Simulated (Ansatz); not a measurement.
Frontier orbitals of `[SiH3][SiH]1[AlH][S]1`.

Cartesian coordinates in Å:
```
Si -0.586 1.099 1.229
Si 0.630 -0.556 0.128
Al 0.028 -1.535 -1.893
S 1.386 0.153 -1.832
H 0.274 2.263 1.579
H -1.682 1.561 0.336
H -1.181 0.553 2.480
H 1.733 -1.088 0.978
H -0.602 -2.449 -3.006
```

Charge 0, multiplicity 1. The geometry is a stationary point of PBE0-D4/def2-TZVP. Basis def2-TZVPP, Ansatz.

Orbital energies of one run (eV). Highest occupied ones, from the top: -5.65, -6.31, -7.43, -7.95, -8.40, -8.59, -8.92, -10.13, -11.81, -13.65, -17.56, -69.44, -69.52, -69.67. Empty: -2.57, -1.92, -1.24, -0.53, -0.34, 0.04.

**Question.** Which functional gave them?
A. PBE0
B. B3LYP
C. BHLYP
D. PBE

**Answer.** D. HOMO energies: PBE -5.65, BHLYP -7.41, B3LYP -6.40, PBE0 -6.60 eV.

B3LYP here is the variant with VWN-RPA as its local correlation; programs differ in this.
